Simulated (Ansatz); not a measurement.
Geometry optimisation, Ansatz 0.2.0, DFT PBEsol, scalar-relativistic, plane waves, PAW.

The input (input.yaml):

```yaml
accuracy: low
crystal:
  lattice:
    - [7.120367, 0.0, 0.0]
    - [0.0, 7.120367, 0.0]
    - [0.0, 0.0, 7.120367]
  atoms:
    - { symbol: O, position: [0.7772073, 0.4226862, 0.8174687] }
    - { symbol: H, position: [0.7641765, 0.2899848, 0.7905615] }
    - { symbol: H, position: [0.7882477, 0.4802265, 0.694706] }
    - { symbol: O, position: [0.1477185, 0.5411552, 0.6841011] }
    - { symbol: H, position: [0.0749295, 0.5969804, 0.5836582] }
    - { symbol: H, position: [0.2730187, 0.53089, 0.6321593] }
    - { symbol: O, position: [0.0353582, 0.846745, 0.3232148] }
    - { symbol: H, position: [0.0317446, 0.9620893, 0.2512004] }
    - { symbol: H, position: [0.0403365, 0.7490672, 0.2286753] }
    - { symbol: O, position: [0.8053798, 0.1750698, 0.2661624] }
    - { symbol: H, position: [0.8742626, 0.2503671, 0.1762238] }
    - { symbol: H, position: [0.8977873, 0.1446426, 0.3612334] }
    - { symbol: O, position: [0.7536483, 0.7918604, 0.9658321] }
    - { symbol: H, position: [0.7808701, 0.9234127, 0.9444685] }
    - { symbol: H, position: [0.6305006, 0.7743733, 0.9107658] }
    - { symbol: O, position: [0.2765458, 0.2201506, 0.5232159] }
    - { symbol: H, position: [0.3770027, 0.2741809, 0.4491038] }
    - { symbol: H, position: [0.3411499, 0.1543812, 0.6232367] }
    - { symbol: O, position: [0.3509371, 0.9340916, 0.2848317] }
    - { symbol: H, position: [0.3141955, 0.9939008, 0.1683141] }
    - { symbol: H, position: [0.3325847, 0.8014412, 0.2609464] }
    - { symbol: O, position: [0.2646608, 0.5909472, 0.0732972] }
    - { symbol: H, position: [0.3454937, 0.5415293, -0.024311] }
    - { symbol: H, position: [0.1975787, 0.4817472, 0.1188911] }
    - { symbol: O, position: [0.3087886, 0.90664, 0.8214164] }
    - { symbol: H, position: [0.2361594, 0.8109918, 0.7575425] }
    - { symbol: H, position: [0.4377268, 0.8665826, 0.8048697] }
    - { symbol: O, position: [0.6522853, 0.5540141, 0.2717571] }
    - { symbol: H, position: [0.7285659, 0.4419935, 0.2600903] }
    - { symbol: H, position: [0.5863011, 0.5614069, 0.1530353] }
    - { symbol: O, position: [0.5233855, 0.6749971, 0.575596] }
    - { symbol: C, position: [0.6170748, 0.8177424, 0.5611451] }
    - { symbol: H, position: [0.5818185, 0.9477108, 0.6379238] }
    - { symbol: H, position: [0.7425638, 0.8252529, 0.4704486] }
basis:
  ecutwfc: 420.0
kpoints:
  mp_grid: { grid: [1, 1, 1] }
hamiltonian:
  xc: pbesol
scf:
  occupations: { method: fermi_dirac, width: 0.05 }
  lower_state_search: "off"
relax:
  f_tol: 0.3
  max_steps: 15
  adjacent_minimum: "off"
```

Command:

```bash
$ ansatz run input.yaml --threads 1 --pin off --max-ram 3072MiB --backend cpu --events-out ev --progress --plain --runs-dir out
```

Where does it end, and by what steps?

The run ended unconverged. Limits of this set-up: coarse k mesh, low accuracy level. After 14 steps the energy has fallen by 5.328 eV; H15 moved furthest, 1.57 Å.

```
step  energy less start (eV)  largest force component (eV/Å)  accepted
   0                  0.0000                           1.735       yes
   1                 -0.9936                           1.313       yes
   2                 -1.3725                           2.321       yes
   3                 -2.2275                           2.911       yes
   4                 -2.8665                           2.037       yes
   5                 -3.3334                           1.180       yes
   6                 -3.7176                           1.213       yes
   7                 -4.0675                           1.207       yes
   8                 -4.2325                           1.176       yes
   9                 -4.4661                           0.821       yes
  10                 -4.6388                           0.767       yes
  11                 -4.8665                           0.620       yes
  12                 -5.0157                           0.632       yes
  13                 -5.1809                           0.612       yes
  14                 -5.3282                           0.579       yes
```

```xyz
34
Lattice="7.1204 0.0000 0.0000 0.0000 7.1204 0.0000 0.0000 0.0000 7.1204" Properties=species:S:1:pos:R:3
O 6.198 2.589 6.198
H 5.583 2.168 5.571
H 6.795 3.190 5.641
O 0.838 3.955 4.820
H 0.594 4.551 4.041
H 1.248 3.150 4.391
O 0.349 5.526 2.699
H 1.155 6.019 2.371
H -0.215 5.486 1.875
O 5.936 1.461 1.428
H 6.227 1.826 0.536
H 6.734 1.365 1.981
O 6.077 5.902 7.476
H 5.737 6.758 7.873
H 5.395 5.216 7.728
O 1.546 1.558 3.829
H 2.235 1.280 3.198
H 1.633 0.923 4.597
O 2.554 6.560 1.545
H 2.305 6.887 0.638
H 2.765 5.623 1.337
O 2.131 3.969 0.188
H 1.781 4.040 -0.740
H 1.385 3.612 0.710
O 1.889 6.906 5.937
H 1.089 6.328 5.958
H 2.596 6.295 5.549
O 4.522 3.943 1.499
H 5.024 3.091 1.566
H 3.757 3.733 0.912
O 3.742 5.456 4.662
C 4.328 6.196 3.879
H 4.214 7.317 3.961
H 4.998 5.791 3.077
```

The run took 40 s on 1 thread of Arm Neoverse V1, on a shared host, peak memory 0.38 GiB.
